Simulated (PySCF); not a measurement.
## Bond curve of ZnTe

Set-up: basis Zn def2-SVP, Te def2-SVP with ECP28; scalar-relativistic core potentials; PySCF 2.14. Energies in eV from Zn + Te in their ground configurations at the same level. State: ¹Σ⁺ (singlet), closed shell.

All columns are r²SCAN. A positive dipole means Zn(−)Te(+).

```json
{"R (Å)": "2.042", "E (eV)": "-0.226", "μ (D)": "-4.41", "Mulliken charge on Zn (basis-dependent)": "0.34", "HOMO (eV)": "-5.26", "LUMO (eV)": "-3.85", "Mayer bond order": "2.00", "⟨S²⟩": "0.00"}
{"R (Å)": "2.138", "E (eV)": "-0.767", "μ (D)": "-4.68", "Mulliken charge on Zn (basis-dependent)": "0.35", "HOMO (eV)": "-5.14", "LUMO (eV)": "-4.00", "Mayer bond order": "1.89", "⟨S²⟩": "0.00"}
{"R (Å)": "2.232", "E (eV)": "-1.040", "μ (D)": "-4.93", "Mulliken charge on Zn (basis-dependent)": "0.37", "HOMO (eV)": "-5.04", "LUMO (eV)": "-4.15", "Mayer bond order": "1.78", "⟨S²⟩": "0.00"}
{"R (Å)": "2.304", "E (eV)": "-1.120", "μ (D)": "-5.09", "Mulliken charge on Zn (basis-dependent)": "0.39", "HOMO (eV)": "-4.97", "LUMO (eV)": "-4.25", "Mayer bond order": "1.70", "⟨S²⟩": "0.00"}
{"R (Å)": "2.375", "E (eV)": "-1.125", "μ (D)": "-5.23", "Mulliken charge on Zn (basis-dependent)": "0.40", "HOMO (eV)": "-4.91", "LUMO (eV)": "-4.35", "Mayer bond order": "1.62", "⟨S²⟩": "0.00"}
{"R (Å)": "2.446", "E (eV)": "-1.074", "μ (D)": "-5.36", "Mulliken charge on Zn (basis-dependent)": "0.41", "HOMO (eV)": "-4.85", "LUMO (eV)": "-4.44", "Mayer bond order": "1.55", "⟨S²⟩": "0.00"}
{"R (Å)": "2.541", "E (eV)": "-0.948", "μ (D)": "-5.50", "Mulliken charge on Zn (basis-dependent)": "0.42", "HOMO (eV)": "-4.79", "LUMO (eV)": "-4.55", "Mayer bond order": "1.44", "⟨S²⟩": "0.00"}
{"R (Å)": "2.660", "E (eV)": "-0.734", "μ (D)": "-5.63", "Mulliken charge on Zn (basis-dependent)": "0.43", "HOMO (eV)": "-4.72", "LUMO (eV)": "-4.68", "Mayer bond order": "1.32", "⟨S²⟩": "0.00"}
{"R (Å)": "2.803", "E (eV)": "-0.442", "μ (D)": "-5.72", "Mulliken charge on Zn (basis-dependent)": "0.42", "HOMO (eV)": "-4.67", "LUMO (eV)": "-4.81", "Mayer bond order": "1.17", "⟨S²⟩": "0.00"}
{"R (Å)": "2.993", "E (eV)": "-0.056", "μ (D)": "-5.72", "Mulliken charge on Zn (basis-dependent)": "0.41", "HOMO (eV)": "-4.63", "LUMO (eV)": "-4.96", "Mayer bond order": "0.99", "⟨S²⟩": "0.00"}
```

A fit through these points gives, at Re = 2.344 Å, μ = -5.17 D and dμ/dR = -2.03 D/Å; the reduced mass is 42.84 u.

Problem. How strong is the fundamental in the double-harmonic approximation, I = 42.26·(dμ/dR)²/μred km/mol?

Solution. I = 42.26·(-2.03)²/42.84 = 4.07 km/mol at r²SCAN.

Spin–orbit coupling is left out, which matters for elements this heavy, above all for dissociation energies.

At some distances an empty level lies below a filled one, because the occupation is held.
